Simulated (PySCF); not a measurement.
YCl₂, SMILES [Cl][Y][Cl] (connectivity only; charge and spin as stated), neutral, multiplicity 2.

Geometry: PBE0-D3(BJ)/def2-TZVP. The spin state was assumed, not searched. The isomer is the one that the SMILES or the coordinates give; other isomers of the formula were not compared. The def2 effective core potentials stand for the cores of Y; spin–orbit coupling is left out.

Two levels are set side by side: PBE/def2-TZVPD (PySCF) and r2SCAN/def2-TZVPD (PySCF). Same geometry, gas phase. Differences are taken from unrounded values.

```tsv
quantity	PBE
α-spin orbital gap (eV)	1.04
β-spin orbital gap (eV)	4.46
dipole moment (D)	2.97
mean polarisability (bohr³)	124.6
```

Task: These are the PBE values. What does r2SCAN give? (An estimate is asked for; the answer gives what the named calculation found.)

Result: 
```tsv
quantity	r2SCAN	PBE minus r2SCAN
α-spin orbital gap (eV)	1.37	-0.33
β-spin orbital gap (eV)	5.17	-0.71
dipole moment (D)	3.43	-0.45
mean polarisability (bohr³)	125.8	-1.2
```

Rough cost on one machine, each run with all the roots and properties that it gave: r2SCAN against PBE about 2 times.
